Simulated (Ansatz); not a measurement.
Species: CBrF2, charge 0, doublet. CBrF2 (SMILES F[C](F)Br, doublet).
B3LYP-D3(BJ)/def2-TZVP minimum from Ansatz (an electronic-structure program):
```
C
F 1 1.3208
F 1 1.3208 2 110.14
Br 1 1.9178 2 114.13 3 -129.90
```
Charge 0, spin multiplicity 2.

Total energies in cc-pVDZ, 25 correlated electrons, 17 frozen orbitals. Open shells are spin-unrestricted; no spin-orbit coupling. Cores are frozen in correlated methods (noble-gas shells, and filled d and f shells in the p block). No relativity. Spin-orbit terms, left out, reach several kcal/mol for Br and I, and more for heavier atoms.

```csv
method,program,energy (Eh),minus CCSDT(Q) (mEh)
HF,Ansatz,-2809.07548,631.60
MP2,Ansatz,-2809.67120,35.88
CCSD,Ansatz,-2809.69065,16.43
CCSD(T),Ansatz,-2809.70483,2.26
CCSDT(Q),Ansatz,-2809.70708,0.00
```

Rough core times of Ansatz's runs on a shared machine: CCSD(T) under 20 s, CCSDT(Q) 5 min.
